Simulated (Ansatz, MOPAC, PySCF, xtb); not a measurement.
Complex: H2S (SMILES S) (first 3 atoms) with CH6Si (SMILES C[SiH3]); geometry from B3LYP-D3(BJ)/def2-TZVP.
(charge 0, multiplicity 1):
```xyz
11

S     -0.0090    -0.5345     0.3055
H     -0.0206    -1.5721     1.1573
H     -1.1468    -0.0347     0.8134
C      1.1190     1.0767     3.8320
Si    -0.3997     0.0436     4.1959
H      1.9776     0.7210     4.4044
H      0.9491     2.1230     4.0925
H      1.3659     1.0218     2.7709
H     -0.1713    -1.3791     3.8393
H     -1.5676     0.5243     3.4159
H     -0.7539     0.1041     5.6354
```

Monomers are frozen at their geometry in the pair; levels with a basis set take the counterpoise correction.

The state that PM6 reach isn't checked.

Programs: Ansatz (a program for electronic structure); MOPAC for PM6 (differences of heats of formation); PySCF for the dispersion terms; xtb for the GFN methods. Each number belongs to the level named beside it.

Question: One of these levels gives -0.55 kcal/mol for the interaction energy. Name it.
A. BLYP-D4/def2-TZVPPD
B. GFN1-xTB
C. BLYP-D3(BJ)/def2-TZVPPD
D. PM6

Answer: D, PM6. The others give -3.12 (GFN1-xTB), -2.00 (BLYP-D3(BJ)/def2-TZVPPD), -1.60 (BLYP-D4/def2-TZVPPD)
